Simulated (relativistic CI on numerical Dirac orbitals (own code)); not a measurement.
## Electric-dipole transitions in Re³⁸⁺

Computed by Dirac-Coulomb-Breit CI, KLI orbitals optimised for each configuration, model QED, unscaled Slater integrals (own radial code, finite nucleus).

Configuration list (outside the closed core [Ar] 3d10): 4s²4p⁶4d, 4s²4p⁶4f, 4s²4p⁵4d², 4s4p⁶4d², 4s²4p⁵4d4f, 4s4p⁶4d4f, 4s²4p⁶5s, 4s²4p⁶5p, 4s²4p⁶5d, 4p⁶4d²4f, 4s²4p⁵4d5s, 4s²4p⁶5f, 4s²4p⁵4d5p, 4s4p⁶4f5s, 4s²4p⁶5g, 4s4p⁶4d5s, 4s²4p⁵4d5d, 4p⁶4d³, 4p⁵4d⁴, 4p⁵4d³4f, 4p⁶4d4f², 4p⁶4f³, 4p⁵4d²4f², 4p⁵4d4f³, 4p⁶4f²5s, 4s4p⁶4f², 4s4p⁵4f³, 4s4p⁶4f5p, 4s4p⁵4f²5p, 4p⁶4f²5p. Double excitations out of closed p, d and f shells are left out; levels of such configurations are missing from the list, as are those of other unlisted configurations, and high levels can miss mixing partners. These lack a partner that the ground configuration has and come out too high: 4s²4p⁵4d5s, 4s²4p⁵4d5p, 4s²4p⁵4d5d, 4s²4p⁶5d, 4s²4p⁶5f.

| λ vac (Å) | Lower | Upper | A (s⁻¹) | log gf | S velocity/length |
| --- | --- | --- | --- | --- | --- |
| 14.310 | 4s²4p⁶4d ²D5/2 [2] | 4s²4p⁵4d5d ²P°3/2 [394] | 7.59e+12 | -0.03 | 0.97 |
| 14.311 | 4s²4p⁶4d ²D3/2 [1] | 4s²4p⁵4d5d ²D°3/2 [363] | 6.02e+12 | -0.13 | 0.98 |
| 14.322 | 4s²4p⁶4d ²D3/2 [1] | 4s²4p⁵4d5d ²F°5/2 [362] | 5.99e+12 | 0.04 | 0.97 |
| 14.322 | 4s²4p⁶4d ²D5/2 [2] | 4s²4p⁵4d5d ²F°7/2 [393] | 5.30e+12 | 0.11 | 0.97 |
| 15.753 | 4s²4p⁶4d ²D3/2 [1] | 4s²4p⁶5f ²F°5/2 [273] | 8.61e+12 | 0.28 | 0.93 |
| 16.127 | 4s²4p⁶4d ²D5/2 [2] | 4s²4p⁶5f ²F°7/2 [275] | 8.44e+12 | 0.42 | 0.93 |
| 17.966 | 4s²4p⁶4d ²D3/2 [1] | 4s²4p⁵4d5s ²F°5/2 [226] | 2.79e+12 | -0.09 | 0.94 |
| 18.071 | 4s²4p⁶4d ²D5/2 [2] | 4s²4p⁵4d5s ²F°7/2 [231] | 2.76e+12 | 0.03 | 0.94 |
| 19.973 | 4s²4p⁶4f ²F°7/2 [33] | 4s²4p⁶5g ²G9/2 [337] | 1.04e+13 | 0.80 | 0.89 |
| 43.064 | 4s²4p⁶4d ²D3/2 [1] | 4s²4p⁵4d² ²D°3/2 [41] | 4.22e+12 | 0.67 | 0.73 |
| 43.717 | 4s²4p⁶4d ²D5/2 [2] | 4s²4p⁵4d² ²P°3/2 [48] | 2.56e+12 | 0.47 | 0.81 |
| 43.790 | 4s²4p⁶4d ²D5/2 [2] | 4s²4p⁵4d² ²F°7/2 [46] | 2.51e+12 | 0.76 | 0.77 |
| 44.099 | 4s²4p⁶4d ²D5/2 [2] | 4s²4p⁵4d² ²D°5/2 [45] | 3.32e+12 | 0.76 | 0.72 |
| 44.227 | 4s²4p⁶4d ²D3/2 [1] | 4s²4p⁵4d² ²P°1/2 [39] | 1.99e+12 | 0.07 | 0.83 |
| 44.918 | 4s²4p⁶4d ²D5/2 [2] | 4s²4p⁵4d² ⁴D°7/2 [42] | 3.66e+11 | -0.05 | 0.75 |
| 47.127 | 4s²4p⁶4d ²D3/2 [1] | 4s²4p⁵4d² ²F°5/2 [34] | 1.46e+12 | 0.46 | 0.77 |
| 51.950 | 4s²4p⁵4d² ⁴D°3/2 [3] | 4s²4p⁵4d4f ⁴F3/2 [92] | 8.02e+11 | 0.11 | 0.76 |
| 51.988 | 4s²4p⁵4d² ⁴D°1/2 [4] | 4s²4p⁵4d4f ⁴F3/2 [92] | 8.98e+11 | 0.16 | 0.74 |
| 52.933 | 4s²4p⁵4d² ⁴F°5/2 [5] | 4s²4p⁵4d4f ⁴F5/2 [90] | 5.79e+11 | 0.16 | 0.76 |
| 53.351 | 4s²4p⁵4d² ⁴G°7/2 [6] | 4s²4p⁵4d4f ⁴F5/2 [90] | 4.88e+11 | 0.10 | 0.88 |
| 53.650 | 4s²4p⁵4d² ²H°11/2 [13] | 4s²4p⁵4d4f ²I13/2 [118] | 3.23e+11 | 0.29 | 0.86 |
| 54.267 | 4s²4p⁶4d ²D3/2 [1] | 4s²4p⁶4f ²F°5/2 [32] | 5.60e+11 | 0.17 | 0.89 |
| 54.874 | 4s²4p⁶4d ²D3/2 [1] | 4s²4p⁵4d² ²D°5/2 [31] | 6.67e+11 | 0.26 | 0.78 |
| 55.410 | 4s²4p⁵4d² ⁴F°5/2 [5] | 4s²4p⁵4d4f ²G7/2 [72] | 4.62e+11 | 0.23 | 0.89 |
| 55.418 | 4s²4p⁵4d² ⁴G°7/2 [6] | 4s²4p⁵4d4f ⁴F9/2 [74] | 2.64e+11 | 0.09 | 0.97 |
| 56.047 | 4s²4p⁵4d² ⁴G°7/2 [6] | 4s²4p⁵4d4f ²H9/2 [71] | 4.81e+11 | 0.36 | 0.96 |
| 56.217 | 4s²4p⁵4d² ²H°9/2 [40] | 4s²4p⁵4d4f ²H11/2 [165] | 7.57e+11 | 0.63 | 0.90 |
| 56.494 | 4s²4p⁵4d² ⁴G°9/2 [9] | 4s²4p⁵4d4f ⁴H11/2 [95] | 5.64e+11 | 0.51 | 0.95 |
| 56.608 | 4s²4p⁵4d² ²G°7/2 [14] | 4s²4p⁵4d4f ²H9/2 [101] | 6.21e+11 | 0.47 | 0.93 |
| 56.841 | 4s²4p⁵4d² ²H°11/2 [13] | 4s²4p⁵4d4f ⁴H13/2 [96] | 6.29e+11 | 0.63 | 0.95 |
| 56.893 | 4s²4p⁵4d² ²G°9/2 [19] | 4s²4p⁵4d4f ⁴G11/2 [111] | 6.10e+11 | 0.55 | 0.87 |
| 57.232 | 4s²4p⁵4d² ²G°9/2 [25] | 4s²4p⁵4d4f ²H11/2 [129] | 7.26e+11 | 0.63 | 0.84 |
| 57.570 | 4s²4p⁵4d² ²F°7/2 [46] | 4s²4p⁵4d4f ²G9/2 [178] | 1.41e+12 | 0.84 | 0.84 |
| 57.832 | 4s²4p⁵4d² ⁴G°11/2 [21] | 4s²4p⁵4d4f ²I13/2 [118] | 8.15e+11 | 0.76 | 0.92 |
| 58.293 | 4s²4p⁵4d² ²G°9/2 [44] | 4s²4p⁵4d4f ²I11/2 [175] | 8.08e+11 | 0.69 | 0.88 |
| 58.953 | 4s²4p⁶4d ²D3/2 [1] | 4s²4p⁵4d² ²P°1/2 [27] | 7.61e+11 | -0.10 | 0.75 |
| 59.088 | 4s²4p⁵4d² ⁴D°7/2 [42] | 4s²4p⁵4d4f ⁴F9/2 [168] | 9.62e+11 | 0.70 | 0.80 |
| 59.215 | 4s²4p⁶4d ²D5/2 [2] | 4s²4p⁶4f ²F°7/2 [33] | 6.52e+11 | 0.44 | 0.86 |
| 59.631 | 4s²4p⁶4d ²D5/2 [2] | 4s²4p⁶4f ²F°5/2 [32] | 3.82e+11 | 0.09 | 0.71 |
| 60.364 | 4s²4p⁶4d ²D5/2 [2] | 4s²4p⁵4d² ²D°5/2 [31] | 5.45e+11 | 0.25 | 0.62 |
| 60.369 | 4s²4p⁶4d ²D5/2 [2] | 4s²4p⁵4d² ²P°3/2 [30] | 7.39e+11 | 0.21 | 0.78 |
| 60.961 | 4s²4p⁵4d² ²D°5/2 [31] | 4s²4p⁵4d4f ²F7/2 [134] | 9.31e+11 | 0.62 | 0.87 |
| 61.165 | 4s²4p⁶4f ²F°7/2 [33] | 4s²4p⁵4d4f ²H9/2 [136] | 9.22e+11 | 0.71 | 0.74 |
| 61.910 | 4s²4p⁶4d ²D3/2 [1] | 4s²4p⁵4d² ²D°3/2 [22] | 5.82e+11 | 0.13 | 0.65 |
| 63.775 | 4s²4p⁶4d ²D3/2 [1] | 4s²4p⁵4d² ²F°5/2 [20] | 2.10e+11 | -0.12 | 0.46 |

Terms are leading LS components. Brackets give the number of a level in order of energy, since labels repeat. The list gives strong lines, with weight on those to low levels, among the lowest 400 of 8280 levels, so that lines to higher ones, which can be the strongest, are missing. Levels whose partners in the same complex of configurations lie outside the list can be far off, and so can their lines. Rates are taken at the computed energies, electric ones in the length gauge. A velocity-to-length ratio far from 1 marks an uncertain rate.

At this charge energies of transitions that change n are usually good to better than 1 %, and those within a shell (Δn = 0) to a few per cent.

LS names give the leading component of a level, which can be under half, so a name can repeat, a term be missing and a line seem to break the LS rules.
